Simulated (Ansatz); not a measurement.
Basis-set series for `O[SiH](F)[SiH2][SiH3]`. The species carries charge 0 and has multiplicity 1. The geometry is a stationary point of PBE0-D4/def2-TZVP. It is one conformer, not always the lowest.

Cartesian coordinates in Å:
```
O 0.974 1.921 2.147
Si -0.097 1.324 1.064
F -1.342 0.661 1.827
Si 0.807 -0.351 -0.307
Si -0.866 -1.401 -1.559
H 1.513 1.305 2.646
H -0.609 2.503 0.329
H 1.823 0.262 -1.209
H 1.502 -1.354 0.553
H -0.281 -2.405 -2.487
H -1.602 -0.383 -2.357
H -1.822 -2.081 -0.647
```

```
functional       basis  functions  energy (Eh)  HOMO (eV)  LUMO (eV)
   PBE0-D4    def2-SVP        117  -1046.89599      -7.91      -0.20
   PBE0-D4  def2-TZVPP        286  -1047.43512      -7.93      -0.52
   ωB97M-V    def2-SVP        117  -1047.29900      -9.88       1.64
   ωB97M-V  def2-TZVPP        286  -1047.84510      -9.93       1.16
```

(1) Give the rows for def2-QZVPP. (Estimate.)

Answers

(1) The calculation gave: 
```tsv
functional	basis	functions	energy (Eh)	HOMO (eV)	LUMO (eV)
PBE0-D4	def2-QZVPP	534	-1047.47497	-7.95	-0.62
ωB97M-V	def2-QZVPP	534	-1047.88262	-9.95	0.84
```

Positive LUMOs are unbound and depend on the basis.

Results of the Gaussian-basis code of Ansatz.
